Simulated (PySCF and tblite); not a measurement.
Values are calculated unless marked as measured or tabulated.
System: C₅H₆O₂, numbered as in [CH2:1]=[CH:2]/[C:3]([OH:4])=[CH:5]/[CH:6]=[O:7].

The path came from a restrained scan, a climbing-image band and a saddle search at GFN2-xTB; energies are PBE0/pcSseg-1 + D3(BJ), IEF-PCM chloroform//GFN2-xTB, thermal terms GFN2-xTB. Rate constants are transition-state-theory values, counting equivalent paths, without tunnelling. Run with tblite and PySCF.

(1) How high is the barrier to the rotation about the C5–C6 bond (torsion C3–C5–C6–O7 from 0° to 180°, rising), through which structure does it pass, and what rate follows at 298 K?

Results:

(1) The electronic barrier is 21.3 kcal/mol and ΔG‡(298 K) 20.2 kcal/mol, over a C1 saddle with an imaginary mode of 247i cm⁻¹ (GFN2-xTB). With 2 equivalent paths, k is 0.021 s⁻¹, a mean lifetime of the start of 48 s against this motion. The end lies 8.5 kcal/mol above the start in free energy.
